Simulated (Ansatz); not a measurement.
The cluster TaO₃H, relaxed as a singlet with RKS r2SCAN-D4/def2-TZVP in Ansatz, starting from the GFN2-xTB geometry. Force threshold 0.02 eV/Å.

In the def2 sets Ta takes a core potential; there is no spin–orbit coupling. The structure holds one bond between oxygen atoms, so isomers without such links may lie far lower. The restricted singlet is unstable towards broken spin symmetry in Hartree–Fock (as tested in another run); at r2SCAN-D4/def2-TZVP this wasn't settled. The relaxation made no stability test and no search for a lower SCF solution. No other spin state of charge 0 was run. Another isomer (singlet) lies 0.50 eV lower at PBE0-D4/def2-TZVP; other spin states weren't run for this one.

Start:

```xyz
5

Ta    0.3112   -0.8547   -0.7441
O     0.1503   -2.4017   -1.3673
O    -0.5336    0.7598    0.8812
O     0.5380    0.8700   -0.0777
H    -0.4659    1.6267    1.3079
```

Problem. Estimate the energy that the relaxation releases and the steps that it takes.

Solution. 2.77 eV, in 11 steps; 14 s on 4 threads of Intel Xeon Platinum 8375C on a shared host. No frequencies were taken in this run, so the end may be a saddle point.

Problem. Does the start keep its bonding?

Solution. By distances, no bond broke or formed. The bond that changes most is Ta1–O3, from 2.44 to 2.37 Å (atoms count from 1).

Problem. Predict the relaxed structure.

Solution. 
```xyz
5

Ta   -0.410   -1.062   -0.320
O     0.683   -1.934   -1.301
O    -0.616    1.108    0.603
O     0.404    0.663   -0.376
H    -0.061    1.225    1.395
```
Bond lengths: 3 × O–Ta 1.71 to 2.37 Å; 1 × O–O 1.48 Å; 1 × H–O 0.97 Å.
